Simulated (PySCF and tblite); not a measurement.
Values are calculated unless marked as measured or tabulated.
Stationary points of C7H8 at GFN2-xTB, in Å:

Structure A

```
 1 C     1.315   -0.848   -0.422
 2 C     1.500    0.489   -0.373
 3 C     0.629    1.409    0.301
 4 C    -0.700    1.273    0.391
 5 C    -1.423    0.211   -0.374
 6 C    -1.022   -1.059    0.307
 7 C     0.220   -1.544    0.193
 8 H     2.106   -1.465   -0.832
 9 H     2.433    0.895   -0.745
10 H     1.109    2.253    0.781
11 H    -1.281    1.935    1.017
12 H    -2.500    0.359   -0.351
13 H    -1.076    0.201   -1.412
14 H    -1.767   -1.582    0.890
15 H     0.451   -2.518    0.607
```

Structure B

```
 1 C     1.495   -0.881   -0.081
 2 C     1.679    0.445   -0.033
 3 C     0.681    1.490    0.040
 4 C    -0.646    1.400    0.076
 5 C    -1.567    0.215    0.056
 6 C    -1.003   -1.173   -0.017
 7 C     0.249   -1.618   -0.073
 8 H     2.378   -1.506   -0.133
 9 H     2.700    0.808   -0.049
10 H     1.101    2.489    0.068
11 H    -1.201    2.332    0.131
12 H    -2.202    0.271    0.954
13 H    -2.254    0.342   -0.794
14 H    -1.791   -1.920   -0.024
15 H     0.382   -2.693   -0.121
```

Level: BP86/pcSseg-1 + D3(BJ) on GFN2-xTB stationary points, with GFN2-xTB thermal terms.

Task: Which structure is a saddle point, and along which motion?

Result: B: one imaginary mode (113i cm⁻¹ at GFN2-xTB, mostly on C5, H13, H12), along the inversion of the 7-membered ring (1–2–3–4–5–6–7).

Task: Give their symmetry and energies above the lowest.

Result: A Cs, 0.0 kcal/mol; B C2v, 6.4 kcal/mol.
